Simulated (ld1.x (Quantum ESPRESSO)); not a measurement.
**Tl (Z = 81), PAW: configuration errors across variants**

- Element: Tl (Z = 81)
- Generator: ld1.x (Quantum ESPRESSO) 7.5
- Type: PAW
- Functional: LDA (PZ)
- Relativity: fully relativistic
- Frozen core: [Xe] 4f14
- Valence charge: 13
- Reference configuration: 5d10 6s1.5 6p1.5
- Partial waves: 6s (bound): rcut 1.55, rcutus 2.05 bohr; 6s channel at 3.5 Ry: rcut 1.55, rcutus 2.05 bohr; 6p (bound): rcut 1.95, rcutus 2.35 bohr; 6p channel at 3.55 Ry: rcut 1.95, rcutus 2.35 bohr; 5d (bound): rcut 1.15, rcutus 1.20 bohr; 5d channel at 0.25 Ry: rcut 1.15, rcutus 1.20 bohr
- Local potential: all-electron potential smoothed inside 1.00 bohr (lloc = -1)
- Core correction: a·sin(br)/r model core inside 0.60 bohr
- Augmentation charge: PSQ, inside the norm-conserving radii

Open shells are filled in proportion to 2j + 1 (rel_dist='average').

All-electron excitation energies from the reference (eV): (1) 5d10 6s2 6p1 -3.625; (2) 5d10 6s2 6p0 1.892; (3) 5d10 6s1 6p0 23.093; (4) 5d10 6s0 6p0 53.691; (5) 5d10 6s1 6p1 10.137; (6) 5d10 6s2 6p1.3 -4.202; (7) 5d10 6s1 6p2 3.734.

3 further variants failed, have other tests or too few solved ones, and are left out.

Errors AE − PS in meV (a dash: test not solved or not reliable):

```tsv
change	(1)	(2)	(3)	(4)	(5)	(6)	(7)	bound ghosts
base	+0.1	+0.1	-1.0	-8.4	-0.1	-0.1	-0.1	not determined
waves 6p (bound): rcut 1.95, rcutus 2.18 bohr; 6p channel at 3.55 Ry: rcut 1.95, rcutus 2.18 bohr	+0.1	+0.2	-0.9	-8.2	0.0	–	–	not determined
waves 6p (bound): rcut 1.95, rcutus 2.38 bohr; 6p channel at 3.55 Ry: rcut 1.95, rcutus 2.38 bohr	+0.1	+0.1	-1.0	-8.4	-0.1	-0.1	-0.1	not determined
waves 6p (bound): rcut 1.95, rcutus 2.66 bohr; 6p channel at 3.55 Ry: rcut 1.95, rcutus 2.66 bohr	0.0	-0.1	-1.2	-8.5	-0.1	-0.2	-0.1	not determined
waves 6p (bound): rcut 1.95, rcutus 2.80 bohr; 6p channel at 3.55 Ry: rcut 1.95, rcutus 2.80 bohr	0.0	-0.1	-1.2	-8.5	0.0	-0.2	-0.1	not determined
waves 6p (bound): rcut 1.95, rcutus 3.06 bohr; 6p channel at 3.55 Ry: rcut 1.95, rcutus 3.06 bohr	0.0	-0.2	-1.2	-8.6	+0.3	-0.1	-0.1	not determined
waves 6p (bound): rcut 1.95, rcutus 3.56 bohr; 6p channel at 3.55 Ry: rcut 1.95, rcutus 3.56 bohr	0.0	-0.2	-1.2	-8.6	+1.4	0.0	0.0	not determined
```

(1) Give the same row for: waves 6p (bound): rcut 1.95, rcutus 3.34 bohr; 6p channel at 3.55 Ry: rcut 1.95, rcutus 3.34 bohr.

## Answers

(1) 0.0, -0.2, -1.2, -8.6, +0.8, 0.0, -0.1; bound ghosts: not determined.
